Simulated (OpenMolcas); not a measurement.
## Ni II: terms and fine structure

```json
{
 "Program": "OpenMolcas",
 "Method": "RASSCF",
 "Basis": "ANO-RCC-VTZP [6s5p3d2f1g]",
 "Scalar Hamiltonian": "DKH2, point nucleus",
 "Active space": "9 electrons in 9 orbitals (RAS2 3d 4s; RAS3 4p, at most 2 electrons)",
 "State averaging": "2S+1 = 2 even, 29 roots; 2S+1 = 4 even, 10 roots kept (CI in the orbitals of an earlier block); 2S+1 = 2 odd, 21 roots; 2S+1 = 4 odd, 21 roots kept (CI in the orbitals of an earlier block)",
 "Spin-orbit coupling": "RASSI with atomic mean-field integrals over the reference wave functions, term energies averaged over their components"
}
```

With spin-orbit coupling, above the lowest level:

```tsv
Configuration	Term	J	E (cm⁻¹)	g	Term weight %	Second
3d⁸ 4s	⁴F	9/2	0.0	1.334	100	
3d⁸ 4s	⁴F	7/2	915	1.237	99	
3d⁸ 4s	⁴F	5/2	1676	1.028	99	
3d⁸ 4s	⁴F	3/2	2216	0.400	100	
3d⁸ 4s	²F	7/2	5868	1.144	99	
3d⁸ 4s	²F	5/2	7310	0.860	99	
3d⁸ 4s	²D	5/2	18045	1.289	77	23 ⁴P
3d⁸ 4s	²D	3/2	18346	0.845	94	4 ⁴P
3d⁸ 4s	⁴P	5/2	20276	1.511	77	22 ²D
3d⁸ 4s	⁴P	3/2	20390	1.695	96	4 ²D
3d⁸ 4s	⁴P	1/2	20631	2.669	100	
3d⁹	²D	5/2	24567	1.201	100	
3d⁸ 4s	²P	3/2	25446	1.325	98	
3d⁸ 4s	²P	1/2	25986	0.668	100	
3d⁹	²D	3/2	26181	0.801	100	
3d⁸ 4s	²G	9/2	27598	1.111	100	
3d⁸ 4s	²G	7/2	27600	0.889	100	
3d⁸ 4p	⁴D°	7/2	40703	1.425	98	2 ⁴F°
3d⁸ 4p	⁴D°	5/2	41815	1.362	97	2 ⁴F°
3d⁸ 4p	⁴G°	11/2	42379	1.273	100	
3d⁸ 4p	⁴G°	9/2	42508	1.184	66	19 ²G°
3d⁸ 4p	⁴D°	3/2	42690	1.188	98	
3d⁸ 4p	⁴D°	1/2	43246	-0.002	100	
3d⁸ 4p	⁴G°	7/2	43313	1.023	75	16 ⁴F°
3d⁸ 4p	⁴F°	9/2	43527	1.292	80	16 ²G°
3d⁸ 4p	⁴G°	5/2	44080	0.626	88	11 ⁴F°
3d⁸ 4p	⁴F°	7/2	44378	1.187	74	15 ⁴G°
3d⁸ 4p	²G°	9/2	44405	1.141	65	30 ⁴G°
3d⁸ 4p	⁴F°	5/2	45045	0.977	83	12 ⁴G°
3d⁸ 4p	⁴F°	3/2	45458	0.412	98	
3d⁸ 4p	²G°	7/2	45676	0.922	81	10 ²F°
3d⁸ 4p	²F°	7/2	46484	1.127	83	8 ²G°
3d⁸ 4p	²D°	5/2	46995	1.105	71	28 ²F°
```

Against the 23 measured excited levels shown (NIST Handbook of Basic Atomic Spectroscopic Data) the mean absolute deviation is 32000 cm-1; the largest miss in energy is 3d⁸ 4p ⁴G°_11/2: computed 17813, measured 53496 cm⁻¹ (-66.7 %), and the largest in proportion 3d⁸ 4s ⁴F_9/2 (-392.7 %). Levels of one J stand in another order than measured, so their pairing by name is doubtful. These deviations count from the computed level that pairs with the measured ground level.

Spin-orbit coupling puts the lowest level 985 cm⁻¹ below the lowest spin-free term.

For ⁴F the intervals divided by the larger J are -216.0, -217.4, -203.3 cm-1. Landé's interval rule makes them equal in pure LS coupling; they differ by 7 % of their mean. The multiplet is inverted.

Without dynamic correlation excited terms often stand tens of per cent too high (terms of higher spin than the ground term too low), and those without a measured partner can miss by more than the paired ones. Terms from blocks run as CI alone lack orbitals of their own. The lowest computed level is not the ground level that NIST lists (2D5/2). A single d shell beside an s shell can misplace configurations of different d count against each other. Measured partners are found by configuration, term and J. A level has none where our copy of the source lacks it or the pairing is in doubt (some pairs that miss far off the trend of their configuration count as doubtful), and it then counts in no deviation. Levels of configurations outside the active space are missing. The first state left out of the spin-orbit step lies near 59000 cm-1 above the lowest spin-free state of the reference (among the parities and spins computed), and the list stops at four fifths of that energy or lower.

The RASSCF and RASSI steps took 15 min on 1 thread of Intel(R) Xeon(R) 6975P-C (Granite Rapids), with other jobs on the host; the integral step is not counted.

The term weight is that of the spin-free term in the level, not the purity of its configuration. ° marks odd parity.
